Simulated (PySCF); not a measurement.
Start geometry of GeH(NCO)3, `[H][Ge]([N]=C=O)([N]=C=O)[N]=C=O` from GFN2-xTB (Å):
```
atom  x, y, z in Å
Ge1    0.0975   -0.0622    0.8693
H2     0.0870    0.0163    2.3306
N3     1.6071    0.0169    0.1244
C4     2.7801    0.0002   -0.4882
O5     3.6713   -0.0508   -1.0801
N6    -0.8499    1.4602    0.2571
C7    -1.3326    2.3086   -0.3620
O8    -1.8333    3.1948   -0.9346
N9    -0.8150   -1.4255    0.3433
C10   -1.3757   -2.3331   -0.2572
O11   -1.9385   -3.2109   -0.7716
```

Task: What comes out of this run: PySCF, PBE0-D3(BJ)/def2-SVP geometry optimisation, gas phase?

Result: 
```
atom  x, y, z in Å
Ge1    0.124    0.069    0.947
H2     0.407    0.097    2.435
N3     1.644    0.025   -0.007
C4     2.563   -0.269   -0.719
O5     3.472   -0.526   -1.402
N6    -0.784    1.538    0.456
C7    -1.304    2.349   -0.262
O8    -1.822    3.160   -0.918
N9    -0.862   -1.378    0.532
C10   -1.401   -2.176   -0.189
O11   -1.940   -2.975   -0.843
```

The energy falls by 159.6 kJ/mol over 13 energy and gradient evaluations, the largest force component goes from 0.3524 to 3.7e-04 Eh/bohr, and the atoms move by 0.198 Å rms after alignment. The bond that changes most is N3–C4 (ends: nitrogen bonded to C and Ge; carbon bonded to N and O), which shortens by 0.124 Å. Bonds longer at the end by more than 0.005 Å: 5 of 10; shorter: 3. Among the angles that change most is Ge1–N9–C10, from 168.2° to 156.5°. Rotational constants go from 811.1, 797.8, 486.2 to 858.1, 761.3, 514.7 MHz. The orientation of the end geometry is arbitrary; only internal coordinates are fixed.

The run used 163 basis functions and 98 SCF cycles in all.

Stationary, but not proved a minimum. The numbers are those of one conformer.
